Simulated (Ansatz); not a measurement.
AlGe₂₄PH₃₀, a doped nanocrystal cut from the lattice of germanium (Al and P 4.7 A apart), relaxed as a singlet with RKS PBE-D4/def2-SVP in Ansatz, starting from the GFN2-xTB geometry. Force threshold 0.03 eV/Å.

Single mean-field runs in def2-SVP are fitted with def2-universal-jkfit.

Start:

```xyz
56

Ge    0.3743    0.9544   -2.7462
Ge   -3.4896    1.7175   -1.8649
Ge   -2.4713   -1.5528   -3.8837
Ge    0.1137   -2.4944   -1.0883
Ge   -3.6885   -1.9454   -0.1343
Ge   -0.4198    4.1218   -0.6957
Ge    3.3821    3.3763   -1.8326
Ge    2.8722   -0.2219   -0.1636
Ge    2.2649    2.9201    2.0172
Al   -1.0555    0.7094    1.4267
Ge   -0.9478   -3.3573    2.4694
Ge    1.9763   -0.8521    3.5705
Ge    2.8597   -4.0123    1.2046
Ge   -1.9412    0.7956   -3.5193
Ge    1.0526    3.2895   -2.4680
Ge   -2.7224    3.9878   -1.4738
Ge    0.4272   -0.1103   -0.5203
Ge   -3.2494    0.4695    0.2550
P    -2.1418   -2.6094   -1.8168
Ge    0.5070   -4.1631    0.6755
Ge   -3.2371   -3.5283    1.6689
Ge   -0.1519    3.0041    1.5069
Ge    3.6424    2.0703    0.1848
Ge    3.3423   -1.6982    1.7287
Ge    2.6021    1.4631    3.9296
Ge   -0.4444   -1.0110    3.0940
H     1.2444    0.2081   -3.7722
H    -4.8956    1.6938   -2.4928
H    -1.6215   -2.4556   -4.7826
H    -3.8973   -2.0166   -4.1968
H     0.7449   -2.8949   -2.4469
H    -4.9583   -2.3363   -0.9387
H    -0.1477    5.6292   -0.5766
H     4.2817    2.9014   -2.9621
H     3.8355    4.8157   -1.6508
H     3.5547   -0.7882   -1.4199
H     2.8128    4.2924    2.4322
H    -0.8572   -4.3526    3.6391
H     2.3484   -1.6578    4.8234
H     3.7057   -4.5988    0.0839
H     3.1594   -4.9573    2.3574
H    -2.1649    1.3662   -4.9327
H     0.7784    4.0415   -3.7789
H    -2.9682    4.8413   -2.7096
H    -3.6664    4.6354   -0.4714
H    -4.5919    0.7846    0.9549
H    -2.4050   -3.9515   -2.0495
H     0.0494   -5.5297    0.1265
H    -3.6763   -4.9234    1.2382
H    -4.2587   -3.2112    2.7507
H    -0.6290    4.1228    2.4477
H     5.1171    2.0706    0.6154
H     4.8302   -1.5988    2.0973
H     4.0295    1.5309    4.4459
H     1.8320    1.9882    5.1322
H    -1.0420   -0.9723    4.5121
```

**Question.** Estimate the energy that the relaxation releases and the steps that it takes.

**Answer.** 15.0 kcal/mol, in 8 steps; 39 s on 11 threads of AMD EPYC 7R13 on a shared host and a whole NVIDIA H100 80GB HBM3. No frequencies were taken in this run, so the end may be a saddle point.

**Question.** Does the start keep its bonding?

**Answer.** By distances, no bond broke or formed. The bond that changes most is Al10–Ge17, from 2.58 to 2.50 Å (atoms count from 1).

**Question.** Predict the relaxed structure.

**Answer.** 
Cartesian coordinates in Å:
```
Ge 0.383 0.935 -2.860
Ge -3.462 1.698 -1.825
Ge -2.522 -1.575 -3.896
Ge 0.155 -2.612 -1.250
Ge -3.689 -1.946 -0.184
Ge -0.436 4.164 -0.660
Ge 3.341 3.363 -1.810
Ge 2.999 -0.279 -0.209
Ge 2.263 2.930 2.056
Al -0.856 0.571 1.138
Ge -0.958 -3.272 2.487
Ge 1.983 -0.833 3.628
Ge 2.823 -3.993 1.253
Ge -1.967 0.789 -3.543
Ge 0.979 3.282 -2.462
Ge -2.772 4.023 -1.417
Ge 0.595 -0.260 -0.727
Ge -3.176 0.420 0.256
P -2.155 -2.688 -1.844
Ge 0.446 -4.120 0.662
Ge -3.272 -3.483 1.692
Ge -0.118 2.919 1.439
Ge 3.648 2.045 0.233
Ge 3.370 -1.663 1.782
Ge 2.606 1.511 4.035
Ge -0.406 -0.943 3.054
H 1.269 0.306 -3.985
H -4.919 1.646 -2.390
H -1.607 -2.355 -4.884
H -4.010 -1.901 -4.220
H 0.767 -3.175 -2.576
H -5.022 -2.287 -0.931
H -0.090 5.683 -0.519
H 4.226 2.794 -2.960
H 3.766 4.843 -1.571
H 3.822 -0.852 -1.410
H 2.792 4.363 2.387
H -0.798 -4.277 3.674
H 2.331 -1.679 4.896
H 3.678 -4.516 0.059
H 3.074 -4.936 2.468
H -2.231 1.446 -4.936
H 0.745 4.099 -3.773
H -2.961 4.834 -2.735
H -3.734 4.632 -0.352
H -4.386 0.810 1.173
H -2.492 -4.057 -2.103
H 0.020 -5.561 0.230
H -3.592 -4.929 1.201
H -4.315 -3.114 2.789
H -0.851 3.765 2.533
H 5.154 2.078 0.651
H 4.879 -1.595 2.181
H 4.105 1.571 4.465
H 1.761 2.062 5.225
H -1.184 -0.680 4.388
```
Bond lengths: 30 × Ge–Ge 2.45 to 2.46 Å; 4 × Al–Ge 2.48 to 2.50 Å; 3 × Ge–P 2.36 to 2.39 Å; 29 × Ge–H 1.56 to 1.57 Å; 1 × H–P 1.43 Å.
